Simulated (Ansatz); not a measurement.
Program: Ansatz. Geometries: PBE0-D4/def2-TZVP. ΔE: electronic, gas phase. CBS: MP2 limit from def2 TZ/QZ plus the TZ coupled-cluster correction, frozen cores. This one scheme is used for every species. One conformer a species, not always the lowest.

Reaction (silylene formation by 1,1-elimination): `N[SiH](F)/N=C/F` → `N[Si]F` + `N=CF`

```csv
species,CCSD(T)/CBS(def2) energy (Eh)
`N[SiH](F)/N=C/F`,-638.64201
`N[Si]F`,-444.84306
`N=CF`,-193.72220
```

Question: Work out ΔE.

Answer: ΔE = (-444.84306) + (-193.72220) − (-638.64201) = 0.07675 Eh = +2.09 eV.

Largest T1 diagnostic among the species: 0.014.

From r2SCAN to r2SCAN0 (25 % exact exchange), in def2-TZVPP and without D4, ΔE moves by +0.08 eV. Leaving LDA and LC-ωPBE aside and taking each functional with its dispersion term where it has one, the values, not all of them listed here, spread over 0.47 eV, from BLYP-D4 to r2SCAN0-D4. LDA lies +0.36 eV from PBE without D4. The D4 term adds +0.14 eV with B3LYP and +0.08 eV with PBE0; it sums over pairs of atoms, weighted by their polarisabilities, and B3LYP, whose exchange is more repulsive, gets the larger term.

B3LYP here is the variant with VWN-RPA as its local correlation; programs differ in this.
